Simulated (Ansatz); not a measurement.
`BS[SiH](C)Cl` + H₂ → `BS[SiH2]C` + HCl at 600 K and 1 bar (hydrogenolysis of the Si–Cl bond).

Computed with Ansatz on PBE0-D4/def2-TZVP structures; ΔE is electronic, products minus reactants. CCSD(T)/CBS is the MP2 limit (def2-TZVPP, def2-QZVPP) plus CCSD(T) − MP2 in def2-TZVPP, frozen cores. This one scheme is used for every species. One conformer a species, not always the lowest.

```tsv
species	CCSD(T)/CBS energy (Eh)	H − E (kJ/mol)	S (J/(mol·K))
`BS[SiH](C)Cl`	-1213.19788	254.7	473.9
H₂	-1.17544	43.9	150.8
`BS[SiH2]C`	-753.95937	264.7	440.3
HCl	-460.38127	35.4	207.2
```

H − E and S are ideal-gas, rigid-rotor, harmonic terms from PBE0-D4/def2-TZVP, for one conformer and one mirror image of each species. The MP2-based limit puts H₂ 0.8 mEh under its directly extrapolated value; such offsets cancel only in part. 1 Eh = 2625.50 kJ/mol, R = 8.31446 J/(mol·K).

**Question.** By hand: ΔE, ΔH, ΔS and ΔG.

**Answer.** ΔE = (-753.95937) + (-460.38127) − (-1213.19788) − (-1.17544) = 0.03268 Eh = 85.8 kJ/mol. Δ(H − E) = 264.7 + 35.4 − 254.7 − 43.9 = 1.5, so ΔH = 87.3 kJ/mol. ΔS = 440.3 + 207.2 − 473.9 − 150.8 = 22.8 J/(mol·K). ΔG = 87.3 − 600 × (22.8)/1000 = 73.6 kJ/mol.

**Question.** By hand: the equilibrium constant, and the temperature at which ΔG would vanish if ΔH and ΔS stayed fixed.

**Answer.** log₁₀ K = −ΔG/(RT ln 10) = -6.4. ΔG = 0 at ΔH/ΔS = 3829 K, far beyond where these terms or the molecules hold.

ΔH outweighs TΔS. A doubt of 5 kJ/mol in ΔE shifts log₁₀ K by 0.4 here. Other conformers and mirror images would add mixing entropy, several J/(mol·K) or more a flexible species. Modes under 60 cm⁻¹, often nearly free rotors, make the harmonic entropy too high. These are equilibria of isolated gas molecules and say nothing of rates. Largest T1 diagnostic: 0.013 (customary marks: 0.02 for closed shells, 0.045 for open ones).
